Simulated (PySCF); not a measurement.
## Name the molecule from its bond curve

A diatomic of charge 0 contains I. Its doublet curve at LDA in a double-zeta basis (scalar-relativistic core potentials, PySCF), in eV from the separated fragments:

(R (Å), E (eV)): (1.672, -2.421), (1.750, -3.114), (1.827, -3.467), (1.886, -3.574), (1.944, -3.583), (2.002, -3.519), (2.080, -3.352), (2.177, -3.062), (2.294, -2.652), (2.449, -2.084)

The fit gives ωe = 680 cm⁻¹ and the rotational constant Bₑ = 0.3218 cm⁻¹.

Q: Which atom is the partner?

A: The minimum lies at 1.920 Å, so the reduced mass is 16.8576 u Å² cm⁻¹/(Bₑ·Re²) = 14.21 u. With I at 126.90 u the partner weighs about 16.0 u: O. The molecule is IO.

Spin–orbit coupling is left out. Counting both spins, an empty level lies below a filled one in this solution, because spin and occupation are held. The state is the lowest determinant that a PBE0 search found; another state may lie lower at other levels.
